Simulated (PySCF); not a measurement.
Work out the structure from these simulated measurements.

Elements present: C, H, O and Si. Monoisotopic mass: 142.0450 u.

- NMR, other nuclei: isotropic shieldings of nuclei other than C and H, by class: 290 (2 O), 390 (1 Si) ppm [GIAO PBE0/pcSseg-1]
- Dipole: 2.28 D [PBE0/pcSseg-1]
- 1H NMR: chemical shifts (computed TMS as zero) by class: 2.01 (3 H), 1.59 (2 H), 0.55 (2 H), 0.14 (2 H), -0.08 (1 H) ppm [GIAO PBE0/pcSseg-1]
- 13C NMR: chemical shifts (computed TMS as zero) by class: 106.5 (1 C), 87.7 (1 C), 5.5 (1 C), 2.9 (2 C), 1.2 (1 C) ppm [GIAO PBE0/pcSseg-1]
- Rotational structure: rotational constants A, B, C: 1.847, 0.853, 0.694 GHz [GFN2-xTB]

Gas-phase values; electronic properties from PySCF, density fitting. Levels stand in brackets. Isolated species at its GFN2-xTB geometry (one conformer only). NMR values are class means; diastereotopic atoms form classes of their own.

Question: Which formula fits the mass and the elements?

Answer: C6H10O2Si (calculated 142.0450). No other formula that holds each of these elements comes within 0.0003 u with a fitting electron parity and a possible valence count.

Question: Propose a structure and show how it fits.

Answer: Numbering: `[CH3:1][C:2]#[C:3][Si:4]([OH:5])([OH:6])[CH:7]1[CH2:8][CH2:9]1`. Its formula, C6H10O2Si, gives 3 degrees of unsaturation: 1 ring and 2 π bonds in the structure found. 6 carbons fall into 5 classes; from least to most shielded: alkyne carbon [C2] (106.5 ppm), alkyne carbon [C3] (87.7 ppm), propargylic carbon [C1] (5.5 ppm), three-membered-ring carbon [C8/C9] (2.9 ppm, 2 C, up to 2.3 ppm apart in this geometry), ring sp3 carbon bound to silicon [C7] (1.2 ppm). Hydrogen classes from least to most shielded: 3 H on a propargylic carbon, C1 (2.01 ppm), 2 H on 2 silanol oxygens, O5/O6 (1.59 ppm, a mean of values up to 1.0 ppm apart in this geometry), 2 H on 2 three-membered-ring carbons, C8/C9 (0.55 ppm), 2 H on 2 three-membered-ring carbons, C8/C9 (0.14 ppm), 1 H on an sp3 carbon bound to silicon, C7 (-0.08 ppm). The other shieldings belong to: 290 ppm, silanol oxygen [O5/O6]; 390 ppm, oxygen-bound silicon [Si4]. The optimised geometry has point group C1 and is an asymmetric top. Structure: `CC#C[Si](O)(O)C1CC1`. Computed isomers that give other values at the same levels: `C=C[C@@]1(C(=O)O)[SiH2][C@H]1C` (13C chemical shifts (computed TMS as zero) by class: 181.4 (1 C), 136.8 (1 C), 134.1 (1 C), 35.0 (1 C), 26.7 (1 C), 15.7 (1 C) ppm); `C[SiH](C)/C=C/C(=O)C=O` (13C chemical shifts (computed TMS as zero) by class: 199.2 (1 C), 186.3 (1 C), 168.1 (1 C), 139.1 (1 C), -2.7 (2 C) ppm); `CCC1=CO[SiH2]C=CO1` (13C chemical shifts (computed TMS as zero) by class: 165.0 (1 C), 145.4 (1 C), 128.3 (1 C), 99.3 (1 C), 32.8 (1 C), 18.5 (1 C) ppm). The assignments are read from this structure; whether some other isomer fits the data as well wasn't checked.

The values belong to the conformer `[CH3:1][C:2]#[C:3][Si:4]([OH:5])([OH:6])[CH:7]1[CH2:8][CH2:9]1`: C3–Si4–C7–C8 131°, H–O5–Si4–C3 -60°, H–O6–Si4–C3 -87°.
